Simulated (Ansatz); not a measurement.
Computed with Ansatz on PBE0-D4/def2-TZVP structures; ΔE is electronic, products minus reactants. CCSD(T)/CBS adds triple-zeta CCSD(T) − MP2 to the extrapolated MP2 energy (def2 sets, frozen cores). Elements past krypton have def2 core potentials. For Br, Te outer-core shells are correlated without core-valence functions, which leaves a few kJ/mol of doubt a bond. Scalar relativity is left out up to krypton. Each species was taken in one conformer, which may not be the lowest.

`CC[SiH2][TeH]` + HBr → `CC[SiH2]Br` + H₂Te  (ligand exchange at the Si–Te bond)

`CC[SiH2][TeH]`:

```xyz
12

C     1.534    0.437   -0.205
C     0.571   -0.643    0.273
Si   -1.159   -0.500   -0.434
Te   -2.265    1.671    0.134
H     1.175    1.433    0.067
H     2.526    0.308    0.234
H     1.648    0.416   -1.292
H     0.940   -1.640    0.004
H     0.490   -0.634    1.365
H    -1.127   -0.494   -1.922
H    -2.008   -1.628    0.032
H    -2.324    1.274    1.743
```

HBr:

Cartesian coordinates in Å:
```
Br 0.330 -0.027 -0.628
H -0.330 0.027 0.628
```

`CC[SiH2]Br`:

```xyz
11

C    -1.015   -0.729    0.782
C    -0.213   -0.445   -0.487
Si    1.002    0.951   -0.256
Br    2.130    1.306   -2.145
H    -1.721   -1.549    0.628
H    -1.592    0.144    1.097
H    -0.364   -1.010    1.614
H     0.343   -1.332   -0.804
H    -0.877   -0.185   -1.318
H     0.310    2.218    0.089
H     1.997    0.633    0.798
```

H₂Te:

Cartesian coordinates in Å:
```
Te -0.023 0.774 0.065
H 0.306 -0.474 1.102
H -0.283 -0.301 -1.167
```

```
        species  HF/CBS(def2) energy (Eh)
`CC[SiH2][TeH]`                -636.40909
            HBr               -2573.05821
   `CC[SiH2]Br`               -2941.33058
           H₂Te                -268.15590
```

(1) Work out ΔE.

Largest T1 diagnostic among the species: 0.010.

Results:

(1) ΔE = (-2941.33058) + (-268.15590) − (-636.40909) − (-2573.05821) = -0.01918 Eh = -12.0 kcal/mol. CCSD(T)/CBS gives -7.8 kcal/mol.

In def2-TZVPP, CCSD(T) changes the Hartree–Fock value by +3.7 kcal/mol (the triples alone add +0.6 kcal/mol) and MP2 by +4.4 kcal/mol. The D4 term adds +1.5 kcal/mol with B3LYP and +0.9 kcal/mol with PBE0; it sums over pairs of atoms, weighted by their polarisabilities, and B3LYP, whose exchange is more repulsive, gets the larger term.

B3LYP here is the variant with VWN-RPA as its local correlation; programs differ in this.
